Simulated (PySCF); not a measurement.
# How methods differ on the ionisation energy of Pb³⁶⁺

Pb³⁶⁺ [Kr] 4d10 (1S) → Pb³⁷⁺ [Kr] 4d9 (2D), as a difference of total energies. All numbers are calculated (PySCF 2.14, scalar relativity by spin-free X2C-1e, in an uncontracted even-tempered set (19 s from 3.5 bohr⁻², ratio 2.5; 14 p from 4.6 bohr⁻², ratio 2.5; 9 d from 4.6 bohr⁻², ratio 2.5; 4 f from 24 bohr⁻², ratio 2.7; 3 g from 36 bohr⁻², ratio 2.7)). The calculations carry no spin-orbit coupling.

```json
{"method": "UHF", "ionisation energy (eV)": "1715.9"}
{"method": "TPSS", "ionisation energy (eV)": "1715.7"}
{"method": "M06", "ionisation energy (eV)": "1717.4"}
```

Breit and QED terms and the two-electron picture change are absent.

The reference lies between the lowest fine-structure levels, while these numbers refer to the centres of the terms.

For comparison: 1704 ± 5 eV (theoretical estimate listed by NIST; NIST Atomic Spectra Database, ionization energies).
